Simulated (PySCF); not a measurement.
Cr⁺ (chromium, charge +1) across methods

[Ar] 3d5, high-spin 6S determinant. All numbers are calculated (PySCF 2.14, scalar relativity by spin-free X2C-1e, in x2c-QZVPPall with one added diffuse shell each of s, p, d, f, g type (12s8p6d4f3g, 121 functions)).

| method | E (hartree) | mean ε 3p α (eV) | mean ε 3p β (eV) | mean ε 3d α (eV) | Σ⟨r²⟩ (bohr²) | ⟨S²⟩ |
| --- | --- | --- | --- | --- | --- | --- |
| M06-2X | -1050.525 | -60.832 | -54.159 | -14.426 | 21.25 | 8.750 |
| r2SCANh | -1050.503 | -56.709 | -50.437 | -11.698 | 21.63 | 8.750 |
| r2SCAN | -1050.511 | -55.292 | -49.514 | -11.000 | 21.77 | 8.750 |
| PBE | -1050.311 | -53.553 | -49.091 | -10.927 | 22.16 | 8.750 |
| TPSS | -1050.569 | -53.930 | -49.246 | -10.769 | 22.05 | 8.750 |
| LDA | -1048.225 | -53.470 | -49.226 | -11.126 | 22.11 | 8.750 |
| PBE0 | -1050.337 | -57.619 | -51.533 | -12.650 | 21.67 | 8.750 |

(1) Estimate the same row for UHF.

Answers

(1) E (hartree) = -1049.45247; mean ε 3p α (eV) = -69.309; mean ε 3p β (eV) = -57.703; mean ε 3d α (eV) = -17.523; Σ⟨r²⟩ (bohr²) = 20.88; ⟨S²⟩ = 8.750.
